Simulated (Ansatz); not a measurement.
Ansatz (a quantum-chemistry and plane-wave program) input (RI-MP2/cc-pVTZ):
A basis named .json is the Basis Set Exchange file of that set.

Ansatz 0.2 input:
```yaml
crystal:
  periodic: [false, false, false]
  atoms:
    - {symbol: C, position_ang: [-1.83513394, -0.27266269, -0.07148637]}
    - {symbol: C, position_ang: [-0.50767398, -0.24131229, -0.09446423]}
    - {symbol: C, position_ang: [0.77801518, -0.41262500, -0.20752340]}
    - {symbol: F, position_ang: [1.58085921, 0.68112272, 0.26249959]}
    - {symbol: H, position_ang: [-2.44293939, 0.09261690, -0.90007429]}
    - {symbol: H, position_ang: [-2.39603706, -0.66312145, 0.77842201]}
basis:
  gaussian:
    orbitals: cc-pVTZ
    fitting: {mean_field: def2-universal-jkfit, correlation: cc-pVTZ-RIFIT.json}
total_charge: -1
magnetization: {spin_polarized: false}
correlation: {method: mp2, electrons: outside_noble_gas}
```

End of the output:

```
integrals: 0.07 GiB planned
338 factors; integrals over basis functions are off by at most 9.2e-1 eV
384 factors; integrals over basis functions are off by at most 6.5e-1 eV
mean field: 0.26 GiB planned
mean field evaluation 1: about -5825.3413 eV, gradient 2.5e1 eV
mean field evaluation 2: about -5826.8526 eV, gradient 1.3e1 eV
mean field evaluation 4: about -5827.2641 eV, gradient 8.4e-1 eV
mean field evaluation 8: about -5827.2712 eV, gradient 2.7e-6 eV
mean field -5827.27123990 eV, -214.1482681999 hartree, gradient 2.7e-6 eV, S^2 0.000000; 0 other end points of the search recorded, 0 dependent functions left out
4 core orbitals not correlated
reference -5827.27123990 eV, -214.1482681999 hartree; 11, 11 occupied and 133, 133 virtual orbitals, 384 factors
second order -19.72836656 eV of doubles, -0.00000000 eV of singles
Total energy: -5846.99960645 eV, -214.8732722985 hartree
```

It need not be the lowest isomer of its formula. Whether it binds its extra electron was not tested at this geometry.
